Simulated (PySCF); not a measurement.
C3H3 (SMILES [C]#CC), doublet, geometry from GFN2-xTB. Base run: PySCF with CCSD(T)/def2-SV(P).

Input for PySCF:
```python
from pyscf import gto, scf, cc

mol = gto.M(
    atom='''
C     0.001759   -0.000791    0.334463
C     0.008043   -0.003618    1.529031
C    -0.005905    0.002656   -1.122681
H     0.039968    1.030221   -1.479448
H     0.857477   -0.551204   -1.487490
H    -0.920825   -0.468500   -1.477940
''',
    basis='def2-sv(p)',
    charge=0,
    spin=1,
    verbose=4,
)

mf = scf.UHF(mol)
mf.kernel()

mycc = cc.CCSD(mf)
mycc.kernel()
et = mycc.ccsd_t()
print('E(CCSD(T)) = %.10f' % (mycc.e_tot + et))
mf.analyze()
```

**Question.** The base was run again with changes. Order these runs by total energy, lowest first: method = cisd | method = mp2 | frozen = 3 | cart = on.

**Answer.** cart = on (ΔE vs base (kcal/mol) -16.88), frozen = 3 (ΔE vs base (kcal/mol) 4.50), method = cisd (ΔE vs base (kcal/mol) 29.45), method = mp2 (ΔE vs base (kcal/mol) 30.86)

Open shells are given as the SCF converged; they aren't shown to be the lowest states, and a large step between rows can be another state.
